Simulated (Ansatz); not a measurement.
Ansatz (a quantum-chemistry and plane-wave program) input (RPA@PBE/def2-TZVPP):

Ansatz 0.2 input:
```yaml
crystal:
  periodic: [false, false, false]
  atoms:
    - {symbol: In, position_ang: [0.00000000, 0.00000000, 0.00000000]}
    - {symbol: I, position_ang: [-0.00000000, -0.00000000, -2.56752908]}
    - {symbol: I, position_ang: [0.00000000, 0.00000000, 2.56752908]}
basis:
  gaussian:
    orbitals: def2-TZVPP
hamiltonian:
  xc: pbe
total_charge: 1
magnetization: {spin_polarized: false}
correlation: {method: rpa, electrons: outside_noble_gas}
```

Output:

```
Functional definition: PBE
integrals: 0.19 GiB planned
1451 factors; integrals over basis functions are off by at most 4.8e-4 eV
mean field: 1.02 GiB planned
mean field evaluation 1: about -21368.5117 eV, gradient 2.9e1 eV
mean field evaluation 2: about -21368.5053 eV, gradient 2.9e1 eV
mean field evaluation 4: about -21370.1096 eV, gradient 1.8e1 eV
mean field evaluation 8: about -21370.8201 eV, gradient 5.1e-2 eV
mean field evaluation 16: about -21370.8201 eV, gradient 7.0e-6 eV
mean field -21370.82011391 eV, -785.3631535242 hartree, gradient 3.7e-6 eV, S^2 0.000000; 0 other end points of the search recorded, 0 dependent functions left out
27 core orbitals not correlated
reference -21288.84681593 eV, -782.3506903867 hartree; 8, 8 occupied and 115, 115 virtual orbitals, 1451 factors
Total energy: -21303.45928138 eV, -782.8876885874 hartree
```
